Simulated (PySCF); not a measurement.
F₄Zr, charge +1, multiplicity 2. Atoms are numbered in the order given.

```xyz
5

Zr     0.0000     0.0000     0.0669
F     -1.5386     0.8883    -0.7349
F      0.0000     0.0000     1.9074
F      1.5386     0.8883    -0.7349
F      0.0000    -1.7766    -0.7349
```
Charge +1, spin multiplicity 2.

Coordinates come from a PBE0-D3(BJ)/def2-SVP optimisation. The geometry has at least one imaginary mode, so it is a saddle point at that level. The multiplicity is an assumed one; other spin states were not compared. The isomer is the one that the SMILES or the coordinates give; other isomers of the formula were not compared. The def2 effective core potentials stand for the cores of Zr; spin–orbit coupling is left out.

Level of theory: CAM-B3LYP/def2-TZVPD (PySCF).

Mulliken values depend strongly on the basis, most of all with diffuse functions as here. ESP charges are fitted to the potential on shells at 1.4 to 2.0 van der Waals radii. Atomic charges (e):

```tsv
atom	ESP fit	Mulliken	Mulliken spin
Zr1	1.71	2.40	-0.11
F2	-0.15	-0.32	0.37
F3	-0.27	-0.45	0.00
F4	-0.15	-0.32	0.37
F5	-0.15	-0.32	0.37
```
